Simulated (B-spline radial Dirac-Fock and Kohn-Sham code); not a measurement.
**How the settings move the core levels of P⁴⁺**

ΔSCF core binding energies without Breit or QED terms, calculated with a radial B-spline solver. Keys: rel is the Hamiltonian (dirac, or spin-free x2c and nr, where L3 and M5 stand for the whole 2p and 3d shells), method is hf or an exchange,correlation pair (spin-unpolarised, also for the hole states), nuc the nuclear model, radius_factor scales its radius, rmax is the box in bohr, h the logarithmic mesh step, order the B-spline order, points the quadrature points per cell, c_factor scales the speed of light, and damp, ndamp, maxit and tol steer the iteration. The run stops when the commutator error falls below 10·tol·max(1, Z/10), or the numerical noise floor, and the energy has settled to about 1e-8 Ha; the virial ratio is −V/T.

Base input:

```json
{"items": [{"Z": 15, "q": 4, "cfg": [[1, 0, 2], [2, 0, 2], [2, 1, 6], [3, 0, 1]], "A": 31, "rrms": 3.1889, "do": "settings", "holes": ["K", "L3", "M5"],
  "settings": [{"rel": "dirac", "method": "hf", "nuc": "fermi", "radius_factor": 1.0, "rmax": 45.0, "h": 0.3, "order": 8, "points": 10, "c_factor": 1.0, "maxit": 60, "damp": 0.5, "ndamp": 3, "tol": 1e-08}]}]}
```

The ground state converged in 8 iterations, with total energy -337.58000 Ha, virial ratio 1.99500 and highest orbital energy -64.61 eV. ΔSCF binding energies: L3 (2p3/2) 199.0 eV. Holes are computed only in closed shells, and unreliable hole states are left out.

Changes from the base run:

```tsv
changed setting	Δ total energy (Ha)	Δ L3 (eV)	iterations
rel = "nr"	+0.84268	+0.29	9
radius_factor = 0.5	-0.00020	0.00	8
rel = "nr"; c_factor = 100.0; tol = 1e-06	+0.84268	+0.29	8
nuc = "sphere"	0.00000	0.00	8
tol = 1e-06	0.00000	0.00	8
rmax = 80.0; h = 0.22; c_factor = 100.0	?	?	?
h = 0.22	0.00000	0.00	8
```

Question: What does the change rmax = 80.0; h = 0.22; c_factor = 100.0 do?

Answer: The total energy moves by +0.84284 Ha and the binding energies by L3 +0.29 eV; the run takes 8 iterations.
